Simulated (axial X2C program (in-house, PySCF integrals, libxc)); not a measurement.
SbSe⁺ along the bond: r2SCAN, two-component

Computed with an axial X2C code built on PySCF integrals. Two-component (2c) means X2C with spin–orbit coupling and atomic mean-field two-electron Coulomb and Gaunt terms. Basis: Sb dyall-v3z [11s12p8d1f], Se dyall-v3z [8s9p6d1f] (cores contracted in-house); Gaussian nuclei, density fitting, unrestricted open shells. Masses: Sb 120.904 u, Se 79.917 u.

State: Ω = 0 (closed shell). Dipoles are positive if Se is the positive end and refer to the centre of mass.

```csv
R (Å),μ (D),HOMO (eV),LUMO (eV)
1.972,-1.160,-13.97,-9.88
2.063,-1.376,-13.98,-10.06
2.131,-1.532,-13.74,-10.19
2.199,-1.683,-13.52,-10.31
2.267,-1.826,-13.32,-10.43
2.346,-1.983,-13.10,-10.55
2.426,-2.129,-12.90,-10.66
2.528,-2.299,-12.68,-10.79
2.652,-2.482,-12.44,-10.93
2.834,-2.703,-12.15,-11.08
```

Problem. The minimum lies at 2.272 Å. What is the dipole moment there?

Solution. At r2SCAN, 2c, with the sign and origin stated: μ = -1.84 D.

Occupations by symmetry block were frozen at the best pattern of an incomplete PBE0 search. Closed shells are restricted here (equal orbitals for both partners); the stretched side of such a curve lies too high.
